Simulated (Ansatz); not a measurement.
Ansatz (an electronic-structure program) input (HF/6-31G* with LANL2DZ past Ar): The .json file joins the Basis Set Exchange's 6-31G* for atoms up to Ar and LANL2DZ past it.

Ansatz 0.2 input:
```yaml
crystal:
  periodic: [false, false, false]
  atoms:
    - {symbol: C, position_ang: [-2.35085917, -0.27581069, 0.14321288]}
    - {symbol: B, position_ang: [-0.84371430, -0.09898739, 0.05139855]}
    - {symbol: I, position_ang: [0.47236636, -1.67026636, 0.73048837]}
    - {symbol: I, position_ang: [-0.01652422, 1.72374729, -0.75825799]}
    - {symbol: H, position_ang: [-3.03711888, 0.48493494, -0.18511684]}
    - {symbol: H, position_ang: [-2.79878812, -1.16962314, 0.54063667]}
basis:
  gaussian:
    orbitals: 6-31Gs+LANL2DZ.json
hamiltonian:
  xc: {name: HF}
magnetization: {spin_polarized: true, initial_magnetization: 1}
phonons: {temperatures: {t_min: 298.15, t_max: 298.15, t_step: 100}}
```

Output:

```
Functional definition: HF
integrals: 0.01 GiB planned
660 factors; integrals over basis functions are off by at most 4.1e-4 eV
mean field: 0.11 GiB planned
mean field evaluation 1: about -2339.8694 eV, gradient 1.4e1 eV
mean field evaluation 2: about -2339.8701 eV, gradient 1.4e1 eV
mean field evaluation 4: about -2341.4896 eV, gradient 2.0e0 eV
mean field evaluation 8: about -2341.5507 eV, gradient 3.2e-2 eV
mean field evaluation 16: about -2337.6082 eV, gradient 2.0e0 eV
mean field -2341.55048004 eV, -86.0503929816 hartree, gradient 4.5e-5 eV, S^2 0.757430; 0 other end points of the search recorded, 0 dependent functions left out
the calculation of the forces begins
reference -2341.55048004 eV, -86.0503929816 hartree; 14, 13 occupied and 36, 37 virtual orbitals, 660 factors
these checks for a lower state are left out or cut short: stability, starts, cluster_reference, orbital_swaps, neighbouring_geometries, increment
integrals: 0.01 GiB planned
660 factors; integrals over basis functions are off by at most 4.1e-4 eV
mean field: 0.11 GiB planned
mean field -2341.55034088 eV, -86.0503878676 hartree, gradient 1.8e-6 eV, S^2 0.757436; 0 other end points of the search recorded, 0 dependent functions left out
the calculation of the forces begins
reference -2341.55034088 eV, -86.0503878676 hartree; 14, 13 occupied and 36, 37 virtual orbitals, 660 factors
these checks for a lower state are left out or cut short: stability, starts, cluster_reference, orbital_swaps, neighbouring_geometries, increment
integrals: 0.01 GiB planned
660 factors; integrals over basis functions are off by at most 4.1e-4 eV
mean field: 0.11 GiB planned
mean field evaluation 32: about -2341.5503 eV, gradient 1.8e-6 eV
mean field -2341.55034260 eV, -86.0503879306 hartree, gradient 1.8e-6 eV, S^2 0.757426; 0 other end points of the search recorded, 0 dependent functions left out
the calculation of the forces begins
reference -2341.55034260 eV, -86.0503879306 hartree; 14, 13 occupied and 36, 37 virtual orbitals, 660 factors
these checks for a lower state are left out or cut short: stability, starts, cluster_reference, orbital_swaps, neighbouring_geometries, increment
integrals: 0.01 GiB planned
660 factors; integrals over basis functions are off by at most 4.1e-4 eV
mean field: 0.11 GiB planned
mean field -2341.55041125 eV, -86.0503904534 hartree, gradient 1.8e-6 eV, S^2 0.757444; 0 other end points of the search recorded, 0 dependent functions left out
the calculation of the forces begins
reference -2341.55041125 eV, -86.0503904534 hartree; 14, 13 occupied and 36, 37 virtual orbitals, 660 factors
these checks for a lower state are left out or cut short: stability, starts, cluster_reference, orbital_swaps, neighbouring_geometries, increment
integrals: 0.01 GiB planned
660 factors; integrals over basis functions are off by at most 4.1e-4 eV
mean field: 0.11 GiB planned
mean field -2341.55041225 eV, -86.0503904904 hartree, gradient 1.8e-6 eV, S^2 0.757417; 0 other end points of the search recorded, 0 dependent functions left out
the calculation of the forces begins
reference -2341.55041225 eV, -86.0503904904 hartree; 14, 13 occupied and 36, 37 virtual orbitals, 660 factors
these checks for a lower state are left out or cut short: stability, starts, cluster_reference, orbital_swaps, neighbouring_geometries, increment
integrals: 0.01 GiB planned
660 factors; integrals over basis functions are off by at most 4.1e-4 eV
mean field: 0.11 GiB planned
mean field -2341.55045068 eV, -86.0503919025 hartree, gradient 1.8e-6 eV, S^2 0.757434; 0 other end points of the search recorded, 0 dependent functions left out
the calculation of the forces begins
reference -2341.55045068 eV, -86.0503919025 hartree; 14, 13 occupied and 36, 37 virtual orbitals, 660 factors
these checks for a lower state are left out or cut short: stability, starts, cluster_reference, orbital_swaps, neighbouring_geometries, increment
integrals: 0.01 GiB planned
660 factors; integrals over basis functions are off by at most 4.1e-4 eV
mean field: 0.11 GiB planned
mean field -2341.55045158 eV, -86.0503919355 hartree, gradient 1.8e-6 eV, S^2 0.757427; 0 other end points of the search recorded, 0 dependent functions left out
the calculation of the forces begins
reference -2341.55045158 eV, -86.0503919355 hartree; 14, 13 occupied and 36, 37 virtual orbitals, 660 factors
these checks for a lower state are left out or cut short: stability, starts, cluster_reference, orbital_swaps, neighbouring_geometries, increment
integrals: 0.01 GiB planned
660 factors; integrals over basis functions are off by at most 4.1e-4 eV
mean field: 0.11 GiB planned
mean field evaluation 64: about -2341.5505 eV, gradient 4.9e-2 eV
mean field -2341.55046936 eV, -86.0503925892 hartree, gradient 2.5e-6 eV, S^2 0.757428; 0 other end points of the search recorded, 0 dependent functions left out
the calculation of the forces begins
reference -2341.55046936 eV, -86.0503925892 hartree; 14, 13 occupied and 36, 37 virtual orbitals, 660 factors
these checks for a lower state are left out or cut short: stability, starts, cluster_reference, orbital_swaps, neighbouring_geometries, increment
integrals: 0.01 GiB planned
660 factors; integrals over basis functions are off by at most 4.1e-4 eV
mean field: 0.11 GiB planned
mean field -2341.55046912 eV, -86.0503925801 hartree, gradient 2.3e-6 eV, S^2 0.757433; 0 other end points of the search recorded, 0 dependent functions left out
the calculation of the forces begins
reference -2341.55046912 eV, -86.0503925801 hartree; 14, 13 occupied and 36, 37 virtual orbitals, 660 factors
these checks for a lower state are left out or cut short: stability, starts, cluster_reference, orbital_swaps, neighbouring_geometries, increment
integrals: 0.01 GiB planned
660 factors; integrals over basis functions are off by at most 4.1e-4 eV
mean field: 0.11 GiB planned
mean field -2341.55040124 eV, -86.0503900858 hartree, gradient 2.6e-6 eV, S^2 0.757449; 0 other end points of the search recorded, 0 dependent functions left out
the calculation of the forces begins
reference -2341.55040124 eV, -86.0503900858 hartree; 14, 13 occupied and 36, 37 virtual orbitals, 660 factors
these checks for a lower state are left out or cut short: stability, starts, cluster_reference, orbital_swaps, neighbouring_geometries, increment
integrals: 0.01 GiB planned
660 factors; integrals over basis functions are off by at most 4.1e-4 eV
mean field: 0.11 GiB planned
mean field -2341.55039910 eV, -86.0503900070 hartree, gradient 1.7e-6 eV, S^2 0.757412; 0 other end points of the search recorded, 0 dependent functions left out
the calculation of the forces begins
reference -2341.55039910 eV, -86.0503900070 hartree; 14, 13 occupied and 36, 37 virtual orbitals, 660 factors
these checks for a lower state are left out or cut short: stability, starts, cluster_reference, orbital_swaps, neighbouring_geometries, increment
integrals: 0.01 GiB planned
660 factors; integrals over basis functions are off by at most 4.1e-4 eV
mean field: 0.11 GiB planned
mean field -2341.55044961 eV, -86.0503918631 hartree, gradient 1.5e-6 eV, S^2 0.757420; 0 other end points of the search recorded, 0 dependent functions left out
the calculation of the forces begins
reference -2341.55044961 eV, -86.0503918631 hartree; 14, 13 occupied and 36, 37 virtual orbitals, 660 factors
these checks for a lower state are left out or cut short: stability, starts, cluster_reference, orbital_swaps, neighbouring_geometries, increment
integrals: 0.01 GiB planned
660 factors; integrals over basis functions are off by at most 4.1e-4 eV
mean field: 0.11 GiB planned
mean field evaluation 96: about -2341.5504 eV, gradient 4.6e-2 eV
mean field -2341.55044793 eV, -86.0503918014 hartree, gradient 1.6e-6 eV, S^2 0.757441; 0 other end points of the search recorded, 0 dependent functions left out
the calculation of the forces begins
reference -2341.55044793 eV, -86.0503918014 hartree; 14, 13 occupied and 36, 37 virtual orbitals, 660 factors
Total energy: -2341.55048004 eV, -86.0503929816 hartree
Atom 0 at    -2.350859    -0.275811     0.143213 Å, force    -0.000739    -0.000087     0.000045 eV/Å
Atom 1 at    -0.843714    -0.098987     0.051399 Å, force    -0.000327    -0.000038     0.000020 eV/Å
Atom 2 at     0.472366    -1.670266     0.730488 Å, force     0.000071    -0.000141     0.000061 eV/Å
Atom 3 at    -0.016524     1.723747    -0.758258 Å, force     0.000028     0.000153    -0.000067 eV/Å
Atom 4 at    -3.037119     0.484935    -0.185117 Å, force     0.000445     0.000325    -0.000147 eV/Å
Atom 5 at    -2.798788    -1.169623     0.540637 Å, force     0.000522    -0.000212     0.000088 eV/Å
Dipole moment:    -0.504334    -0.059170     0.030724 e Å
Vibrations: 127.03 252.12 270.37 364.77 379.98 637.45 812.86 1033.67 1207.25 1596.88 3326.65 3418.38 cm⁻¹, zero-point energy 0.832393 eV
```

The blocks after the first are displaced geometries, from whose forces the wavenumbers follow.
